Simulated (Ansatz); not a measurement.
Reaction (ligand exchange at the Si–O bond): `O[Si](F)(O[SiH3])O[SiH3]` + `C[S][Sn][OH]` → `C[S][Sn][O][SiH3]` + `O[Si](O)(F)O[SiH3]`

Calculated with Ansatz (gas phase, PBE0-D4/def2-TZVP geometries, no zero-point term in ΔE). CCSD(T)/CBS is the MP2 limit (def2-TZVPP, def2-QZVPP) plus CCSD(T) − MP2 in def2-TZVPP, frozen cores. Functionals use def2-TZVPP. B3LYP here is the variant with VWN-RPA as its local correlation; programs differ in this. def2 core potentials past Kr. For Sn outer-core shells are correlated without core-valence functions, which leaves a few kJ/mol of doubt a bond. Each species was taken in one conformer, which may not be the lowest.

`O[Si](F)(O[SiH3])O[SiH3]`:

Cartesian coordinates in Å:
```
O -0.198 0.470 2.196
Si 0.604 0.096 0.839
F 2.049 -0.444 1.205
O -0.212 -1.059 0.082
Si -1.342 -2.244 0.211
O 0.808 1.377 -0.112
Si 0.793 1.973 -1.640
H 0.156 1.142 2.779
H -1.056 -3.098 1.391
H -2.689 -1.639 0.349
H -1.280 -3.056 -1.027
H -0.392 1.462 -2.374
H 2.030 1.569 -2.353
H 0.728 3.451 -1.547
```

`C[S][Sn][OH]`:

Z-matrix (Å, degrees):
```
C
S 1 1.814
H 1 1.091 2 111.4
H 1 1.090 2 107.3 3 -118.3
H 1 1.091 2 111.4 3 123.4
Sn 2 2.440 1 105.4 3 -61.2
O 6 1.980 2 98.8 1 -0.1
H 7 0.961 6 117.2 2 -0.2
```

`C[S][Sn][O][SiH3]`:

```xyz
11

C    -0.782    2.072    0.527
S     0.973    2.437    0.808
Sn    2.169    0.395    0.333
O     0.559   -0.680   -0.142
Si    0.206   -2.198   -0.621
H    -0.915    1.038    0.213
H    -1.325    2.250    1.454
H    -1.156    2.744   -0.245
H    -0.468   -2.176   -1.948
H     1.440   -3.031   -0.740
H    -0.701   -2.851    0.362
```

`O[Si](O)(F)O[SiH3]`:

```xyz
11

O    -0.768   -0.189    2.148
Si    0.338    0.195    1.025
O     1.333   -1.065    0.820
F     1.124    1.479    1.530
O    -0.296    0.570   -0.402
Si   -0.475    0.105   -1.966
H    -1.276    0.516    2.550
H     1.630   -1.542    1.595
H    -1.411    1.057   -2.609
H    -1.034   -1.269   -2.031
H     0.836    0.142   -2.661
```

```json
{"level": "PBE-D4", "ΔE (kJ/mol)": "-5.0", "difference from CCSD(T)/CBS": "0.1"}
{"level": "r2SCAN-D4", "ΔE (kJ/mol)": "-4.6", "difference from CCSD(T)/CBS": "0.5"}
{"level": "PBE0-D4", "ΔE (kJ/mol)": "-5.1", "difference from CCSD(T)/CBS": "0.0"}
{"level": "B3LYP-D4", "ΔE (kJ/mol)": "-3.4", "difference from CCSD(T)/CBS": "1.7"}
{"level": "ωB97X-V", "ΔE (kJ/mol)": "-2.9", "difference from CCSD(T)/CBS": "2.2"}
{"level": "ωB97M-V", "ΔE (kJ/mol)": "-3.6", "difference from CCSD(T)/CBS": "1.5"}
{"level": "B2PLYP", "ΔE (kJ/mol)": "-5.4", "difference from CCSD(T)/CBS": "-0.3"}
{"level": "PBE", "ΔE (kJ/mol)": "-5.4", "difference from CCSD(T)/CBS": "-0.3"}
{"level": "r2SCAN", "ΔE (kJ/mol)": "-5.0", "difference from CCSD(T)/CBS": "0.1"}
{"level": "PBE0", "ΔE (kJ/mol)": "-5.6", "difference from CCSD(T)/CBS": "-0.5"}
{"level": "B3LYP", "ΔE (kJ/mol)": "-4.0", "difference from CCSD(T)/CBS": "1.1"}
{"level": "HF/def2-TZVPP", "ΔE (kJ/mol)": "-2.3", "difference from CCSD(T)/CBS": "2.8"}
{"level": "MP2/def2-TZVPP", "ΔE (kJ/mol)": "-7.7", "difference from CCSD(T)/CBS": "-2.6"}
{"level": "SCS-MP2/def2-TZVPP", "ΔE (kJ/mol)": "-5.9", "difference from CCSD(T)/CBS": "-0.8"}
{"level": "CCSD/def2-TZVPP", "ΔE (kJ/mol)": "-5.0", "difference from CCSD(T)/CBS": "0.1"}
{"level": "CCSD(T)/def2-TZVPP", "ΔE (kJ/mol)": "-6.1", "difference from CCSD(T)/CBS": "-1.0"}
{"level": "HF/def2-QZVPP", "ΔE (kJ/mol)": "-1.2", "difference from CCSD(T)/CBS": "3.9"}
{"level": "MP2/def2-QZVPP", "ΔE (kJ/mol)": "-6.8", "difference from CCSD(T)/CBS": "-1.7"}
{"level": "SCS-MP2/def2-QZVPP", "ΔE (kJ/mol)": "-5.0", "difference from CCSD(T)/CBS": "0.1"}
{"level": "HF/CBS(def2)", "ΔE (kJ/mol)": "-1.0", "difference from CCSD(T)/CBS": "4.1"}
{"level": "MP2/CBS(def2)", "ΔE (kJ/mol)": "-6.7", "difference from CCSD(T)/CBS": "-1.6"}
{"level": "CCSD/CBS(def2)", "ΔE (kJ/mol)": "-3.9", "difference from CCSD(T)/CBS": "1.2"}
{"level": "CCSD(T)/CBS", "ΔE (kJ/mol)": "-5.1", "difference from CCSD(T)/CBS": "0"}
```

Largest T1 diagnostic among the species: 0.016.

In def2-TZVPP, CCSD(T) changes the Hartree–Fock value by −3.9 kJ/mol (the triples alone add −1.1 kJ/mol) and MP2 by −5.5 kJ/mol.
